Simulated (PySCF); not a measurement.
# Computed records: ClH3Si2

Computed with PySCF 2.14.0. Calculation on a computer-drawn molecule: optimised geometry and harmonic frequencies of an isolated molecule of the commonest isotopes, restricted reference for singlets and unrestricted otherwise, frozen core in MP2.

```json
{"formula": "ClH3Si2", "start_structure": {"atoms_angstrom": [["Si", 1.7471, 0.961, -1.0645], ["Si", 0.2308, -0.6661, -0.142], ["Cl", -0.6924, -1.3295, -1.9109], ["H", 2.6967, -0.1344, -1.4987], ["H", 0.8163, -1.8448, 0.5303], ["H", -0.8432, -0.1254, 0.7164]]}, "given": {"charge": 0, "multiplicity": 1, "method": "MP2", "basis": "cc-pV(D+d)Z", "drawn_bonds_atom": [1, 2, 1, 2, 2], "drawn_bonds_other_atom": [2, 3, 4, 5, 6], "drawn_bonds_order": [1, 1, 1, 1, 1]}, "results": {"optimised_atom_element": ["Si", "Si", "Cl", "H", "H", "H"], "optimised_atom_x [angstrom]": [1.492, 0.3244, -0.2623, 2.533, 0.7871, -0.9184], "optimised_atom_y [angstrom]": [0.8321, -0.6077, -0.9624, -0.2666, -1.911, -0.2234], "optimised_atom_z [angstrom]": [-1.36, 0.0752, -1.982, -1.49, 0.6042, 0.7826], "modes_frequency [cm^-1]": [149.6, 404.7, 413.3, 479.2, 597.1, 621.4, 707.1, 761.0, 991.1, 2113, 2284, 2300], "modes_reduced_mass [dalton]": [20.13, 1.375, 3.177, 11.46, 1.035, 1.112, 1.107, 1.127, 1.059, 1.042, 1.031, 1.053], "rotational_constants [GHz]": [6.378, 4.529, 2.8], "total_energy [hartree]": -1039.4237, "convergence_status_largest_gradient_component [hartree/bohr]": 2.352e-05}}
```
